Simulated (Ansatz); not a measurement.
Ansatz (an electronic-structure program) input (CCSD(T)/aug-cc-pVDZ):

Ansatz 0.2 input:
```yaml
crystal:
  periodic: [false, false, false]
  atoms:
    - {symbol: B, position_ang: [0.11461501, -0.08116303, -0.00891888]}
    - {symbol: F, position_ang: [0.25029899, 1.31276599, 0.25946197]}
    - {symbol: N, position_ang: [1.10997189, -1.01132639, 0.02940076]}
    - {symbol: N, position_ang: [-1.29971577, -0.36781594, -0.36551211]}
    - {symbol: H, position_ang: [2.01701997, -0.59450603, 0.22860442]}
    - {symbol: H, position_ang: [-1.98898921, 0.18829659, 0.12152804]}
    - {symbol: H, position_ang: [-1.52558966, -1.34887286, -0.28791619]}
basis:
  gaussian:
    orbitals: aug-cc-pVDZ
total_charge: -1
magnetization: {spin_polarized: false}
correlation: {method: ccsd_t, electrons: outside_noble_gas}
output: {forces: true}
```

End of the output:

```
cycle   9  -18.63434834 eV  change    4.8e-5 eV  update   7.4e-5
cycle  10  -18.63441556 eV  change   -6.7e-5 eV  update   3.4e-5
cycle  11  -18.63438189 eV  change    3.4e-5 eV  update   1.7e-5
cycle  12  -18.63438096 eV  change    9.2e-7 eV  update   7.5e-6
perturbative correction -0.61427156 eV, -0.0225740635 hartree
the calculation of the forces begins
Total energy: -6411.54504948 eV, -235.6199346672 hartree
Atom 0 at     0.114615    -0.081163    -0.008919 Å, force    -0.439190     0.021989    -0.038427 eV/Å
Atom 1 at     0.250299     1.312766     0.259462 Å, force     0.065772     0.838846     0.150812 eV/Å
Atom 2 at     1.109972    -1.011326     0.029401 Å, force     0.395645    -0.949520    -0.082587 eV/Å
Atom 3 at    -1.299716    -0.367816    -0.365512 Å, force    -0.023788     0.079301    -0.333981 eV/Å
Atom 4 at     2.017020    -0.594506     0.228604 Å, force     0.371692     0.190186     0.085118 eV/Å
Atom 5 at    -1.988989     0.188297     0.121528 Å, force    -0.255992     0.214750     0.183871 eV/Å
Atom 6 at    -1.525590    -1.348873    -0.287916 Å, force    -0.114140    -0.395552     0.035195 eV/Å
Dipole moment:    -0.576033     0.439382     0.188488 e Å
```

It need not be the lowest isomer of its formula. Whether it binds its extra electron was not tested at this geometry.
